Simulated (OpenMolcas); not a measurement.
## Pb: effect of the active space

```yaml
Program: OpenMolcas 26.06
Method: SS-CASPT2 or its RAS form, IPEA 0.25 Eh, imaginary shift 0.1 Eh
Basis: ANO-RCC-VQZP
Scalar_Hamiltonian: DKH2, point nucleus
Spin-orbit_coupling: state interaction with AMFI integrals over the reference wave functions, term energies averaged over their components
```

A. 2 electrons in 3 orbitals (6p); 2S+1 = 3 even, 3 roots; 2S+1 = 1 even, 6 roots; closed shells correlated: 5d 6s; CASPT2 step of the order of 4 core-seconds
B. 4 electrons in 4 orbitals (6s 6p); 2S+1 = 3 even, 3 roots; 2S+1 = 1 even, 6 roots; 2S+1 = 5 odd, 1 root; 2S+1 = 3 odd, 5 roots (0 in the spin-orbit step); closed shells correlated: 5d; CASPT2 step roughly 5 core-seconds
C. 4 electrons in 8 orbitals (6s 6p 7s 7p); 2S+1 = 3 even, 3 roots; 2S+1 = 1 even, 6 roots; 2S+1 = 5 odd, 1 root; 2S+1 = 3 odd, 5 roots (0 in the spin-orbit step); closed shells correlated: 5d; CASPT2 step about 9 core-seconds
D. 2 electrons in 9 orbitals (RAS2 6p; RAS3 6d 7s, at most 1 electron); 2S+1 = 3 even, 3 roots; 2S+1 = 1 even, 6 roots; 2S+1 = 3 odd, 18 roots; 2S+1 = 1 odd, 8 roots; closed shells correlated: 5d 6s; CASPT2 step of the order of 50 core-seconds
E. 4 electrons in 9 orbitals (RAS2 6s 6p; RAS3 6d, at most 2 electrons); 2S+1 = 3 even, 3 roots; 2S+1 = 1 even, 6 roots; 2S+1 = 5 odd, 1 root; 2S+1 = 3 odd, 5 roots; 2S+1 = 1 odd, 5 roots; closed shells correlated: 5d; CASPT2 step of the order of 30 core-seconds

Energies in cm-1 above 6s2 6p2 3P0, the measured ground level; measured values from NIST Handbook of Basic Atomic Spectroscopic Data.

| Level | A | B | C | D | E | Measured |
| --- | --- | --- | --- | --- | --- | --- |
| 6s2 6p2 3P0 | 0.0 | 0.0 | 0.0 | 0.0 | 0.0 | 0.0 |
| 6s2 6p2 3P1 | 6740 | 6830 | 6260 | 6400 | 6890 | 7819 |
| 6s2 6p2 3P2 [59 %] | 9600 | 9560 | 9110 | 9380 | 9720 | 10650 |
| 6s2 6p2 1D2 [59 %] | 18830 | 18830 | 17990 | 18690 | 19130 | 21458 |
| 6s2 6p2 1S0 | 26910 | 27480 | 26590 | 29100 | 27530 | 29467 |

Deviations, from unrounded energies. A percentage is the sum of absolute deviations over the sum of measured energies, with the sign that they share, or ± where signs differ.

```csv
Against measurement,Levels,A,B,C,D,E
mean absolute deviation (cm-1),4,1800,1700,2400,1500,1500
fine structure of the ground term (%),2,-11.5,-11.2,-16.8,-14.5,-10.1
other terms of the ground configuration (%),2,-10.2,-9.1,-12.5,-6.2,-8.4
```

D, E lie about equally close to measurement and C furthest from it. The largest miss of D in the table is 6s2 6p2 1D2 [59 %], by -2800 cm-1. The ranking rests on the paired levels alone, and a cruder setting can come out closer through cancelling errors.

The two smallest mean deviations differ by little beside CASPT2's spread within terms, so their order carries little weight.

Among A to E the level of the table that moves most is 6s2 6p2 1S0, by 2500 cm-1 (lowest in C, highest in D). Moves below CASPT2's spread within the term are not significant.

CASPT2 does not keep the components of a term degenerate, so their means are used; among the terms shown or strongly mixed into the levels shown the widest spread is 330 cm-1 (6s2 6p2 1D, B). Spin-orbit splittings of 6p shells tend to come out small when the coupling is added on scalar orbitals. With the s shell closed, the reference lacks s² → p² mixing (holds for A; D). Some high roots are left out of the spin-orbit mixing, which shifts the levels that they would mix with (holds for B; C). Active for correlation alone: 7p 7s; no level in the range computed is led by a configuration that fills them, so any true level of that kind is missing (holds for C). Some terms miss by over 15 % even with CASPT2, which points to a basis or an active space too small for the shells correlated (holds for D). The run also gave levels led by 6s2 6p 6d, which use shells meant for correlation; these and all levels above them are left out (holds for E). Computed and measured levels are paired by configuration, term and J; levels that our copy of the source lacks, or whose pairing is in doubt (as where it misses far off the trend of its configuration), stay unpaired and out of the deviations. Where the source uses jj or jK labels, the order within each J decides. Levels of configurations outside the active space are missing. The table leaves out levels that lie high or whose names do not pair safely across all columns.

A share in square brackets marks a mixed level and gives the weight of the term that names it, the lowest over the columns.
